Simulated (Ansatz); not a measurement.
Consider the ligand exchange at a B–C bond: `CB/C=C/Cl` + `O[SiH2]F` → `CBO[SiH2]F` + `C=CCl`.

Gas-phase electronic energies from Ansatz, PBE0-D4/def2-TZVP geometries. CBS: MP2 limit from def2 TZ/QZ plus the TZ coupled-cluster correction, frozen cores. This one scheme is used for every species. Functionals use def2-TZVPP. B3LYP here is the variant with VWN-RPA as its local correlation; programs differ in this. Each species was taken in one conformer, which may not be the lowest.

| level | ΔE (kcal/mol) | difference from CCSD(T)/CBS |
| --- | --- | --- |
| PBE-D4 | -22.9 | 2.5 |
| r2SCAN-D4 | -24.4 | 1.0 |
| PBE0-D4 | -23.9 | 1.5 |
| B3LYP-D4 | -25.5 | -0.1 |
| ωB97X-V | -25.8 | -0.4 |
| ωB97M-V | -25.7 | -0.3 |
| B2PLYP | -25.8 | -0.4 |
| PBE | -23.2 | 2.2 |
| r2SCAN | -24.5 | 0.9 |
| PBE0 | -24.1 | 1.3 |
| B3LYP | -26.0 | -0.6 |
| HF/def2-TZVPP | -29.0 | -3.6 |
| MP2/def2-TZVPP | -24.6 | 0.8 |
| SCS-MP2/def2-TZVPP | -25.7 | -0.3 |
| CCSD/def2-TZVPP | -26.3 | -0.9 |
| CCSD(T)/def2-TZVPP | -25.6 | -0.2 |
| HF/def2-QZVPP | -29.2 | -3.8 |
| MP2/def2-QZVPP | -24.6 | 0.8 |
| SCS-MP2/def2-QZVPP | -25.7 | -0.3 |
| HF/CBS(def2) | -29.3 | -3.9 |
| MP2/CBS(def2) | -24.5 | 0.9 |
| CCSD/CBS(def2) | -26.1 | -0.7 |
| CCSD(T)/CBS | -25.4 | 0 |

Largest T1 diagnostic among the species: 0.012.

From PBE to PBE0 (25 % exact exchange), in def2-TZVPP and without D4, ΔE moves by −1.0 kcal/mol. In def2-TZVPP, CCSD(T) changes the Hartree–Fock value by +3.4 kcal/mol (the triples alone add +0.7 kcal/mol) and MP2 by +4.3 kcal/mol.
